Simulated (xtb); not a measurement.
xtb input (GFN2-xTB):

```bash
xtb mol.xyz --gfn 2 --sp --chrg 1 --uhf 0
```
mol.xyz:
```
2

P     -0.00000000    -0.00000000    -0.51471894
O      0.00000000     0.00000000     0.96509801
```

Output:

```
           -------------------------------------------------
          |                Calculation Setup                |
           -------------------------------------------------

           -------------------------------------------------
          |                 G F N 2 - x T B                 |
           -------------------------------------------------

        Reference                      10.1021/acs.jctc.8b01176
      * Hamiltonian:
        H0-scaling (s, p, d)           1.850000    2.230000    2.230000
        zeta-weighting                 0.500000
      * Dispersion:
        s8                             2.700000
        a1                             0.520000
        a2                             5.000000
        s9                             5.000000
      * Repulsion:
        kExp                           1.500000    1.000000
        rExp                           1.000000
      * Coulomb:
        alpha                          2.000000
        third order                    shell-resolved
        anisotropic                    true
        a3                             3.000000
        a5                             4.000000
        cn-shift                       1.200000
        cn-exp                         4.000000
        max-rad                        5.000000

          ...................................................
          :                      SETUP                      :
          :.................................................:
          :  # basis functions                  14          :
          :  # atomic orbitals                  13          :
          :  # shells                            5          :
          :  # electrons                        10          :
          :  max. iterations                   250          :
          :  Hamiltonian                  GFN2-xTB          :
          :  restarted?                      false          :
          :  GBSA solvation                  false          :
          :  PC potential                    false          :
          :  electronic temp.          300.0000000     K    :
          :  accuracy                    1.0000000          :
          :  -> integral cutoff          0.2500000E+02      :
          :  -> integral neglect         0.1000000E-07      :
          :  -> SCF convergence          0.1000000E-05 Eh   :
          :  -> wf. convergence          0.1000000E-03 e    :
          :  Broyden damping             0.4000000          :
          :  net charge                          1          :
          :  unpaired electrons                  0          :
          ...................................................

 iter      E             dE          RMSdq      gap      omega  full diag
   1     -5.7835350 -0.578354E+01  0.249E+01    6.60       0.0  T
   2     -6.1110933 -0.327558E+00  0.108E+01    4.84       1.0  T
   3     -6.1113594 -0.266044E-03  0.577E+00    4.76       1.0  T
   4     -6.1081061  0.325322E-02  0.197E+00    4.97       1.0  T
   5     -6.1099641 -0.185793E-02  0.132E+00    4.74       1.0  T
   6     -6.1116849 -0.172084E-02  0.463E-01    4.86       1.0  T
   7     -6.1118542 -0.169285E-03  0.234E-01    4.84       1.0  T
   8     -6.1119114 -0.571996E-04  0.250E-02    4.83       2.8  T
   9     -6.1119120 -0.636187E-06  0.340E-03    4.83      20.8  T
  10     -6.1119120 -0.897753E-08  0.102E-03    4.83      69.1  T
  11     -6.1119120 -0.923028E-09  0.470E-04    4.83     150.4  T
  12     -6.1119120 -0.242678E-09  0.234E-05    4.83    3020.5  T

   *** convergence criteria satisfied after 12 iterations ***

         #    Occupation            Energy/Eh            Energy/eV
      -------------------------------------------------------------
         1        2.0000           -1.0118849             -27.5348
         2        2.0000           -0.8829943             -24.0275
         3        2.0000           -0.8075641             -21.9749
         4        2.0000           -0.8075641             -21.9749
         5        2.0000           -0.7880090             -21.4428 (HOMO)
         6                         -0.6106595             -16.6169 (LUMO)
         7                         -0.6106595             -16.6169
         8                         -0.3467014              -9.4342
         9                         -0.2392684              -6.5108
        10                         -0.2392684              -6.5108
       ...                                ...                  ...
        13                          0.5942277              16.1698
      -------------------------------------------------------------
                  HL-Gap            0.1773494 Eh            4.8259 eV
             Fermi-level           -0.6993343 Eh          -19.0299 eV

 SCC (total)                   0 d,  0 h,  0 min,  0.002 sec
 SCC setup                      ...        0 min,  0.000 sec (  5.901%)
 Dispersion                     ...        0 min,  0.000 sec (  1.412%)
 classical contributions        ...        0 min,  0.000 sec (  0.892%)
 integral evaluation            ...        0 min,  0.000 sec ( 14.104%)
 iterations                     ...        0 min,  0.001 sec ( 60.174%)
 molecular gradient             ...        0 min,  0.000 sec ( 12.644%)
 printout                       ...        0 min,  0.000 sec (  4.187%)

         :::::::::::::::::::::::::::::::::::::::::::::::::::::
         ::                     SUMMARY                     ::
         :::::::::::::::::::::::::::::::::::::::::::::::::::::
         :: total energy              -6.085974524219 Eh    ::
         :: gradient norm              0.176405088704 Eh/a0 ::
         :: HOMO-LUMO gap              4.825923902481 eV    ::
         ::.................................................::
         :: SCC energy                -6.111912028991 Eh    ::
         :: -> isotropic ES            0.156986193645 Eh    ::
         :: -> anisotropic ES         -0.006552983163 Eh    ::
         :: -> anisotropic XC          0.000932297856 Eh    ::
         :: -> dispersion             -0.000410551745 Eh    ::
         :: repulsion energy           0.025937504773 Eh    ::
         :: add. restraining           0.000000000000 Eh    ::
         :: total charge               1.000000000000 e     ::
         :::::::::::::::::::::::::::::::::::::::::::::::::::::

           -------------------------------------------------
          |                Property Printout                |
           -------------------------------------------------

    * Orbital Energies and Occupations

         #    Occupation            Energy/Eh            Energy/eV
      -------------------------------------------------------------
         1        2.0000           -1.0118849             -27.5348
         2        2.0000           -0.8829943             -24.0275
         3        2.0000           -0.8075641             -21.9749
         4        2.0000           -0.8075641             -21.9749
         5        2.0000           -0.7880090             -21.4428 (HOMO)
         6                         -0.6106595             -16.6169 (LUMO)
         7                         -0.6106595             -16.6169
         8                         -0.3467014              -9.4342
         9                         -0.2392684              -6.5108
        10                         -0.2392684              -6.5108
        11                         -0.0839125              -2.2834
        12                         -0.0839125              -2.2834
        13                          0.5942277              16.1698
      -------------------------------------------------------------
                  HL-Gap            0.1773494 Eh            4.8259 eV
             Fermi-level           -0.6993343 Eh          -19.0299 eV
Note: The following floating-point exceptions are signalling: IEEE_DENORMAL
normal termination of xtb

     #   Z          covCN         q      C6AA      α(0)
     1  15 P        0.808     1.062   141.276    22.092
     2   8 O        0.808    -0.062    15.978     5.358

 Mol. C6AA /au·bohr⁶  :        247.176168
 Mol. C8AA /au·bohr⁸  :      11155.778834
 Mol. α(0) /au        :         27.450303

Wiberg/Mayer (AO) data.
largest (>0.10) Wiberg bond orders for each atom

 ---------------------------------------------------------------------------
     #   Z sym  total        # sym  WBO       # sym  WBO       # sym  WBO
 ---------------------------------------------------------------------------
     1  15 P    2.669 --     2 O    2.669
     2   8 O    2.669 --     1 P    2.669
 ---------------------------------------------------------------------------

Topologies differ in total number of bonds
Writing topology from bond orders to xtbtopo.mol

molecular dipole:
                 x           y           z       tot (Debye)
 q only:        0.000       0.000      -1.146
   full:        0.000       0.000      -1.108       2.816
molecular quadrupole (traceless):
                xx          xy          yy          xz          yz          zz
 q only:       -0.399       0.000      -0.399       0.000       0.000       0.799
  q+dip:       -0.476       0.000      -0.476       0.000       0.000       0.951
   full:        0.657      -0.000       0.657       0.000       0.000      -1.313

           -------------------------------------------------
          | TOTAL ENERGY               -6.085974524219 Eh   |
          | GRADIENT NORM               0.176405088704 Eh/α |
          | HOMO-LUMO GAP               4.825923902481 eV   |
           -------------------------------------------------

------------------------------------------------------------------------
------------------------------------------------------------------------
 total:
 SCF:
```

This state (charge 1, singlet) is run at the relaxed geometry of the species with charge 0 and multiplicity 2.
